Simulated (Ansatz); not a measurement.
`COBC=O` + `N=C(O)Br` → `COBO` + `N=C(Br)C=O`  (formal exchange of groups at a B–C bond)

Calculated with Ansatz (gas phase, PBE0-D4/def2-TZVP geometries, no zero-point term in ΔE). CCSD(T)/CBS is the MP2 limit (def2-TZVPP, def2-QZVPP) plus CCSD(T) − MP2 in def2-TZVPP, frozen cores. Functionals use def2-TZVPP. For Br outer-core shells are correlated without core-valence functions, which leaves a few kJ/mol of doubt a bond. Scalar relativity is left out up to krypton. Each species was taken in one conformer, which may not be the lowest.

| level | ΔE (kJ/mol) |
| --- | --- |
| PBE0-D4 | -179.3 |
| r2SCANh-D4 | -185.9 |
| PBE-QIDH | -184.6 |
| HF/CBS(def2) | -182.7 |

(1) What does CCSD(T)/CBS give? (Estimate.)

Largest T1 diagnostic among the species: 0.015.

Results:

(1) Ansatz gave: -185.7 kJ/mol. The listed levels differ from it by 6.4, -0.2, 1.1, 3.0 kJ/mol.

At CCSD(T), def2-SVP lies −8.8 kJ/mol from the extrapolated value and def2-TZVPP −0.4 kJ/mol. In def2-TZVPP, CCSD(T) changes the Hartree–Fock value by −3.1 kJ/mol (the triples alone add −1.1 kJ/mol) and MP2 by −8.6 kJ/mol.
